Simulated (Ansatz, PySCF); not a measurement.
B(All)(F)(OH) (C₃H₆BFO), SMILES C=CCB(O)F. Atoms are numbered in the order given.

```xyz
12

B      0.5257     0.5479     0.6686
C      0.3300    -0.9432     0.1571
C     -0.9537    -1.1213    -0.5990
C     -1.1102    -0.9467    -1.9177
H      0.4029    -1.6360     1.0114
H      1.2003    -1.1585    -0.4916
H     -1.8420    -1.3472     0.0052
H     -0.2585    -0.7266    -2.5713
H     -2.0886    -1.0432    -2.3956
F      1.3903     0.8010     1.6520
O     -0.1206     1.6002     0.1305
H     -0.7232     1.3173    -0.5747
```
Charge 0, spin multiplicity 1.

Coordinates come from a B3LYP-D3(BJ)/def2-SVP optimisation. This is a generated structure with no PubChem entry under its InChIKey; it may be hypothetical. The values are those of a single conformer.

Two levels are set side by side: PBE-D3(BJ)/def2-SVP (Ansatz, a quantum-chemistry and plane-wave program) and B3LYP-D3(BJ)/def2-SVP (Ansatz). Each level has its own optimised geometry; the coordinates shown are those of the second. Frequencies come from the Hessian of PySCF at each geometry. Differences are taken from unrounded values.

```tsv
quantity	B3LYP-D3(BJ)	PBE-D3(BJ)	PBE-D3(BJ) minus B3LYP-D3(BJ)
mean bond length (Å)	1.234	1.241	0.007
bond B1–C2 (Å)	1.589	1.595	0.006
bond B1–F10 (Å)	1.334	1.342	0.008
bond B1–O11 (Å)	1.347	1.355	0.008
bond C2–C3 (Å)	1.500	1.500	-0.001
bond C3–C4 (Å)	1.339	1.349	0.010
bond C2–H5 (Å)	1.102	1.109	0.007
bond C2–H6 (Å)	1.107	1.114	0.008
bond C3–H7 (Å)	1.098	1.106	0.008
bond C4–H8 (Å)	1.096	1.104	0.008
bond C4–H9 (Å)	1.093	1.101	0.008
bond O11–H12 (Å)	0.970	0.981	0.011
highest harmonic wavenumber (cm⁻¹)	3774	3612	-162
mean harmonic wavenumber (cm⁻¹)	1352	1317	-36
zero-point energy (kcal/mol)	58.00	56.46	-1.53
```

Exact exchange shortens and stiffens bonds; PBE has none. Differences between two approximate levels are no errors against the true value.
